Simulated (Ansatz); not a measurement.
Born–Oppenheimer molecular dynamics of a periodic cell of 20 atoms, HF (contents 10 HF, density as packed 0.75 g/cm³ with natural masses). It goes on from the last frame of an earlier run, with new velocities.

Level of theory: Ansatz 0.2.0, DFT PBE, scalar-relativistic, plane waves, PAW. Settings: accuracy low, cutoff 420 eV, k mesh 1x1x1, fermi-dirac smearing 0.02 eV, no spin polarisation.

```yaml
ensemble: NVT, Langevin thermostat
time_step: 0.5 fs
steps_asked: 400
set_temperature: 300 K
friction: 0.01 /fs
seed: 361460
```

First frame:

```xyz
20
Lattice="7.6174 0.0000 0.0000 0.0000 7.6174 0.0000 0.0000 0.0000 7.6174" Properties=species:S:1:pos:R:3
F 0.774 3.209 4.389
H 1.411 3.271 5.041
F 3.260 6.469 1.380
H 3.167 6.578 0.429
F 6.772 4.980 7.338
H 6.889 5.655 6.647
F 5.626 2.027 3.259
H 6.340 2.265 2.619
F -0.049 2.293 1.893
H 0.275 3.209 1.819
F 3.981 3.794 3.238
H 4.652 3.074 3.403
F 3.364 5.498 4.695
H 3.569 4.681 4.100
F 1.400 7.144 5.977
H 1.702 6.564 5.321
F 5.728 6.726 5.520
H 4.842 6.408 5.266
F 0.887 4.614 1.423
H 0.284 5.001 0.844
```

Problem. What does the run give?

Solution. All steps were run.

```json
{
  "steps done": "400",
  "time covered": "200 fs",
  "mean temperature over the second half": "286 K",
  "spread of the potential energy over the second half": "5.8 meV per atom",
  "mean potential energy of the second half above the start": "-4.6 meV per atom"
}
```

A run of 0.2 ps of so small a system gives no equilibrium averages. Limits of this set-up: coarse k mesh, low accuracy level.

Problem. What happens to the structure?

Solution. Mean squared displacements from the first frame to the last, about the centre of mass: F 0.53 Å², H 0.99 Å². Another seed would give other details.

Problem. How do temperature and energy run in time?

Solution. 
```
time (fs)  T (K)  potential energy less start (eV)
      0.0    285                             0.000
      6.5    318                            -0.114
     13.0    374                            -0.221
     19.5    369                            -0.156
     26.0    288                            -0.118
     32.5    332                            -0.156
     39.0    353                            -0.154
     45.5    330                            -0.135
     52.0    316                            -0.115
     58.5    314                            -0.028
     65.0    346                            -0.043
     71.5    375                            -0.191
     78.0    366                            -0.232
     84.5    359                            -0.204
     91.0    314                            -0.167
     97.5    301                            -0.180
    104.0    359                            -0.295
    110.5    339                            -0.232
    117.0    247                            -0.052
    123.5    202                            -0.003
    130.0    277                            -0.134
    136.5    274                            -0.114
    143.0    221                             0.098
    149.5    210                             0.182
    156.0    286                            -0.038
    162.5    266                            -0.008
    169.0    266                            -0.047
    175.5    271                            -0.117
    182.0    357                            -0.241
    188.5    326                            -0.153
    195.0    305                            -0.109
```

The run took 11 min on 1 thread of Arm Neoverse V2 (shared host), peak memory 0.47 GiB.
